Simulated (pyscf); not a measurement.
Homolytic dissociation enthalpies at 298 K of B–O bonds in 6 gas-phase molecules, in kJ/mol. Structures and frequencies: ωB97X-D3(BJ)/def2-SVP in PySCF. Both columns use the same structures and thermal terms. Rows were drawn at random from the closed-shell molecules with such a bond whose radicals are computed, keep their shape and have no isomer in the data more than 5 kcal/mol lower.

```csv
row,molecule,radicals,B3LYP-D3(BJ)/def2-TZVP,ωB97M-D3(BJ)/def2-TZVP
1,HO–Si(OH)(OH)–O–B(Cl)–Cl,•O–Si(OH)(OH)–OH + [Cl–B–Cl]•,611.0,?
2,H₂B–O–Si(OH)(OH)–OH,BH₂• + •O–Si(OH)(OH)–OH,622.6,642.6
3,HO–B(OH)–O–B(Cl)–Cl,•O–B(OH)–OH + [Cl–B–Cl]•,579.7,604.2
4,H₂B–O–Al(OH)–O–Al(CH₃)–OH,BH₂• + H₃C–Al(OH)–O–Al(O•)–OH,637.3,652.4
5,HO–Ge(OH)(OH)–O–B(Cl)–Cl,•O–Ge(OH)(OH)–OH + [Cl–B–Cl]•,609.1,632.8
6,HO–Si(OH)(F)–O–B(Cl)–Cl,•O–Si(OH)(OH)–F + [Cl–B–Cl]•,612.4,636.0
```

Question: Fit a line that carries the B3LYP-D3(BJ) values to the last column and predict row 1.

Answer: In the 5 complete rows the last column lies 15.1 to 24.5 kJ/mol from B3LYP-D3(BJ) (mean 21.4, median 23.6). Least squares gives y = 119.3 + 0.84·x with residuals of 1.9 kJ/mol (root mean square). For row 1: 119.3 + 0.84 × 611.0 = 632.5 kJ/mol. The computed value is 634.6 kJ/mol, 2.1 over the line. Elements up to Kr have no core potential and no relativistic terms here.
